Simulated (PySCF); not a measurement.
# Working out the electron affinity of In

In⁻ [Kr] 4d10 5s2 5p2 (3P) → In [Kr] 4d10 5s2 5p1 (2P). All numbers are calculated (PySCF 2.14, a scalar-relativistic core potential, in def2-QZVPPD with the def2 core potential (28 electrons) (8s6p5d4f1g, 88 functions)). Frozen: nothing. Energies in hartree (1 hartree = 27.21139 eV):

```csv
part,In⁻ (lower),In (upper)
UHF,-189.211892,-189.210661
MP2 opposite-spin,-0.392389,-0.388428
MP2 same-spin,-0.212402,-0.205868
```

**Question.** What does Hartree-Fock give?

**Answer.** (-189.210661) − (-189.211892) = 0.001231 hartree = 0.033 eV.

**Question.** What do MP2 and SCS-MP2 (6/5 opposite-spin, 1/3 same-spin) give?

**Answer.** The opposite-spin parts differ by 0.108 eV and the same-spin parts by 0.178 eV. MP2: 0.033 + (0.108) + (0.178) = 0.319 eV. SCS-MP2: 0.033 + 1.2 × (0.108) + (0.178)/3 = 0.222 eV.

Reference: 0.384 eV (measured; photodetachment measurements, as compiled on the Wikipedia data page of electron affinities), between the lowest levels; spin-orbit coupling is absent from the calculation.

What remains against the reference includes basis incompleteness and correlation beyond second order.
